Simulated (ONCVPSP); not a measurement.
**Reading a pseudo-wave (osmium (Os))**

Columns: radius, all-electron u(r) and pseudo u(r) of the 5d shell (level -8.11 eV) of osmium in the configuration [Kr] 4d10 4f14 5s2 5p6 5d6 6s1 6p1; LDA (Perdew-Wang 92), scalar-relativistic, ONCV scheme, ONCVPSP 4.0.1.

| r (bohr) | all-electron | pseudo |
| --- | --- | --- |
| 0.098 | 0.2429 | 0.0017 |
| 0.195 | 0.0333 | 0.0127 |
| 0.292 | -0.2900 | 0.0402 |
| 0.390 | -0.3701 | 0.0886 |
| 0.488 | -0.2469 | 0.1583 |
| 0.585 | -0.0378 | 0.2458 |
| 0.682 | 0.1828 | 0.3472 |
| 0.780 | 0.3799 | 0.4568 |
| 0.878 | 0.5373 | 0.5649 |
| 0.975 | 0.6527 | 0.6607 |
| 1.072 | 0.7319 | 0.7369 |
| 1.170 | 0.7813 | 0.7887 |
| 1.268 | 0.8062 | 0.8148 |
| 1.365 | 0.8124 | 0.8193 |
| 1.463 | 0.8048 | 0.8085 |
| 1.560 | 0.7871 | 0.7884 |
| 1.658 | 0.7622 | 0.7624 |
| 1.755 | 0.7328 | 0.7328 |
| 1.852 | 0.7003 | 0.7003 |
| 1.950 | 0.6659 | 0.6659 |
| 2.047 | 0.6310 | 0.6310 |
| 2.145 | 0.5958 | 0.5958 |
| 2.242 | 0.5615 | 0.5615 |
| 2.340 | 0.5277 | 0.5277 |
| 2.438 | 0.4951 | 0.4951 |
| 2.535 | 0.4642 | 0.4642 |

Task: How many radial nodes do the two functions have?

Result: The all-electron 5d function has n − l − 1 = 2; the pseudo-wave has 0, since the states of the same l below it are removed with the core.

Task: At about which radius was the pseudo-wave matched?

Result: 1.80 bohr. The columns agree to 0.0005 from 1.66 bohr on; several derivatives are matched, so the curves merge somewhat inside the radius.

Task: Where does each function peak?

Result: Outermost all-electron maximum near 1.36 bohr, pseudo maximum near 1.36 bohr (to the table’s step).

Task: Is the pseudo-wave norm-conserving?

Result: Yes: the ONCV scheme keeps the norm inside the radius equal to the all-electron one, which fixes the energy derivative of the logarithmic derivative at the level.
